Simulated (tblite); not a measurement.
Species: C7H15PS.
Cartesian coordinates in Å at the GFN2-xTB level; atoms count from 1:
```
atom  x, y, z in Å
C1     2.089   -1.066   -1.328
P2     1.330    0.362   -0.454
C3     2.494    0.658    0.939
S4     1.027    1.912   -1.578
C5    -0.183   -0.352    0.351
C6    -1.169   -0.839   -0.718
C7    -2.541   -0.461   -0.168
C8    -2.280    0.900    0.468
C9    -0.923    0.732    1.156
H10    2.221   -1.917   -0.663
H11    3.055   -0.744   -1.717
H12    1.451   -1.341   -2.166
H13    2.631   -0.237    1.543
H14    2.110    1.468    1.557
H15    3.447    0.968    0.512
H16    0.133   -1.175    0.998
H17   -1.071   -1.905   -0.923
H18   -0.993   -0.287   -1.647
H19   -2.854   -1.181    0.591
H20   -3.303   -0.421   -0.944
H21   -3.061    1.198    1.166
H22   -2.203    1.656   -0.314
H23   -1.050    0.418    2.193
H24   -0.369    1.675    1.151
```

Computed with GFN2-xTB (tblite): harmonic, unscaled wavenumbers at the GFN2-xTB geometry, gas phase. The method is semi-empirical: single wavenumbers can be off by several per cent or more. One conformer, not necessarily the lowest.

Harmonic wavenumbers (cm⁻¹): 27.5, 58.6, 133.9, 136.6, 141.5, 171.7, 195.3, 219.3, 233.9, 250.8, 309.7, 346.4, 516.8, 582.9, 624.7, 709.6, 726.2, 756.9, 798.2, 808.5, 844.3, 876.6, 879.8, 892.6, 943.2, 959.8, 979.6, 995.4, 1049.2, 1082.4, 1104.6, 1124.6, 1165.4, 1210.3, 1213.9, 1225.4, 1254.4, 1296.5, 1304.5, 1307.7, 1313.8, 1319.6, 1324.4, 1412.5, 1421.4, 1428.1, 1436.0, 1472.3, 1475.1, 1484.5, 1498.0, 2917.9, 2938.7, 2957.0, 2974.4, 2981.6, 2992.2, 2994.5, 2995.9, 3002.4, 3002.9, 3003.8, 3009.1, 3010.7, 3013.2, 3016.4.

A = 1723, B = 837.9, C = 797.0 MHz; mass 162.063 u (most abundant isotopes); point group C1, symmetry number 1.

Question: Zero-point energy?

Answer: Half the sum of the wavenumbers: 44928 cm⁻¹ = 128.46 kcal/mol.

Question: What is S at 350 K and 1 bar for an ideal gas of classical rigid rotors and harmonic oscillators?

Answer: Translation 41.98, rotation 30.49, vibration 42.57: S = 115.0 cal/(mol K).

Question: And Cp and H(350 K) − H(0)?

Answer: Cp = 51.00 cal/(mol K), of which vibrations give 43.05 (their classical limit is 66 R = 131.2); H(350 K) − H(0) = 10.40 kcal/mol without the zero-point energy, 7.62 from vibrations.

Question: How do the functions run with temperature in this model?

Answer: 
| T (K) | S (cal/(mol K)) | Cp (cal/(mol K)) | H − H(0) (kcal/mol) | G − H(0) (kcal/mol) | ln q(vib) |
| --- | --- | --- | --- | --- | --- |
| 50 | 61.4 | 14.2 | 0.53 | -2.54 | 0.88 |
| 100 | 73.8 | 21.9 | 1.45 | -5.93 | 2.41 |
| 298.15 | 107.4 | 44.4 | 7.93 | -24.10 | 8.84 |
| 373.15 | 118.4 | 53.9 | 11.62 | -32.57 | 11.19 |
| 500 | 136.3 | 68.3 | 19.40 | -48.73 | 15.15 |
| 750 | 168.1 | 88.6 | 39.20 | -86.87 | 22.77 |
| 1000 | 195.6 | 102.1 | 63.15 | -132.41 | 29.96 |

q(vib) and H(0) count from the zero-point level.

Question: Which modes carry the vibrational entropy at 350 K?

Answer: 27.5 cm⁻¹: 6.32; 58.6 cm⁻¹: 4.82; 133.9 cm⁻¹: 3.20; 136.6 cm⁻¹: 3.16; 141.5 cm⁻¹: 3.09; 171.7 cm⁻¹: 2.72 cal/(mol K); the other 60 give 19.26 together.

Question: Blend soft modes into free rotors: weight 1/[1 + (100 cm⁻¹/ν̃)⁴] for the oscillator and the rest for a rotor with moment μB/(μ + B), μ = h/(8π²ν), B = 10⁻⁴⁴ kg m². What vibrational entropy results?

Answer: 39.10 cal/(mol K) in place of 42.57, which changes −T·S at 350 K by +1.22 kcal/mol.

Question: What must be added to the electronic energy to get the Gibbs energy at 350 K and 1 bar?

Answer: ZPE + [H(350 K) − H(0)] − T·S = 128.46 + 10.40 − 40.27 = 98.59 kcal/mol.

Hindered rotation and anharmonicity are outside this model. Other conformers, if any are populated, would add a mixing term that is left out. The structure is chiral; the term R ln 2 for an equal mix with its mirror image is left out.
